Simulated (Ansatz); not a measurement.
One change: `[F][AlH][CH2][GeH3]` becomes `CC[CH2][AlH][F]`.

Ansatz, PBE0-D4/def2-TZVP geometries, multiplicity 1. Each molecule was computed in one conformer, which needn't be the lowest.

Scalar relativity is left out up to krypton.

| property | `[F][AlH][CH2][GeH3]` |
| --- | --- |
| HOMO–LUMO gap (ωB97M-V/def2-TZVPP) / eV | 10.91 |
| HOMO energy (PBE0/def2-TZVPP) / eV | -8.20 |
| HOMO energy (PBE/def2-TZVPP) / eV | -6.95 |
| HOMO–LUMO gap (PBE0/def2-TZVPP) / eV | 7.18 |
| size of the dipole moment (B3LYP/def2-TZVPP) / D | 1.83 |
| HOMO energy (ωB97M-V/def2-TZVPP) / eV | -10.36 |

Task: Give the same properties after the change, and the shifts. (Estimate.)

Result: The calculation gave: 
| property | `CC[CH2][AlH][F]` | shift |
| --- | --- | --- |
| HOMO–LUMO gap (ωB97M-V/def2-TZVPP) / eV | 10.71 | -0.20 |
| HOMO energy (PBE0/def2-TZVPP) / eV | -7.81 | 0.39 |
| HOMO energy (PBE/def2-TZVPP) / eV | -6.55 | 0.40 |
| HOMO–LUMO gap (PBE0/def2-TZVPP) / eV | 6.96 | -0.22 |
| size of the dipole moment (B3LYP/def2-TZVPP) / D | 1.88 | 0.05 |
| HOMO energy (ωB97M-V/def2-TZVPP) / eV | -10.02 | 0.34 |

With PBE0 the HOMO rises by 0.39 eV and the LUMO rises by 0.16 eV, so the gap narrows by about 0.23 eV. PBE moves the HOMO by 0.40 eV and ωB97M-V by 0.34 eV. Dipoles are sizes alone; their direction can turn.

Positive LUMOs are unbound, so they and the gaps depend on the basis.

B3LYP here is the variant with VWN-RPA as its local correlation; programs differ in this.
